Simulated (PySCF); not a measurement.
ZrH3, SMILES [ZrH3] (connectivity only; charge and spin as stated), neutral, multiplicity 2.

Geometry optimised at B3LYP-D3(BJ)/def2-TZVPD. The geometry has at least one imaginary mode, so it is a saddle point at that level. The multiplicity is an assumed one; other spin states were not compared. The def2 effective core potentials stand for the cores of Zr; spin–orbit coupling is left out.

The numbers are results of TDA-LC-ωPBE/def2-TZVPD in PySCF, not measurements.

Vertical excitations; the highest root listed may be one member of a degenerate set. Isolated molecule, no solvent.

### Question
Estimate the UV-visible absorptions. (Estimate from the structure and the level; the computed values follow.)

### Answer

```
state    energy (eV)  λ (nm)      f                                                                            main pairs
-------  -----------  ------  -----  ------------------------------------------------------------------------------------
root 1          0.53    2333  0.000                                                          α HOMO→LUMO (degenerate set)
root 2          0.53    2328  0.000                                                        α HOMO→LUMO+1 (degenerate set)
root 3          1.93     643  0.005                                                        α HOMO→LUMO+3 (degenerate set)
root 4          1.93     642  0.005                                                        α HOMO→LUMO+4 (degenerate set)
root 5          3.28     378  0.153                                                                    α HOMO→LUMO+2 85 %
root 6          3.72     333  0.006    α HOMO−1→LUMO+1 37 %, α HOMO−2→LUMO 37 %, β HOMO→LUMO+4 11 %, β HOMO−1→LUMO+3 11 %
root 7          3.87     320  0.000       α HOMO−2→LUMO+1, α HOMO−1→LUMO, β HOMO→LUMO+3, β HOMO−1→LUMO+4 (degenerate set)
root 8          3.87     320  0.000       α HOMO−2→LUMO, α HOMO−1→LUMO+1, β HOMO→LUMO+4, β HOMO−1→LUMO+3 (degenerate set)
root 9          4.18     297  0.000                                              α HOMO−1→LUMO 48 %, α HOMO−2→LUMO+1 48 %
root 10         4.43     280  0.000  α HOMO−2→LUMO+4 30 %, α HOMO−1→LUMO+3 30 %, β HOMO−1→LUMO+2 15 %, β HOMO→LUMO+1 15 %
```
Unrestricted roots are not spin-pure.
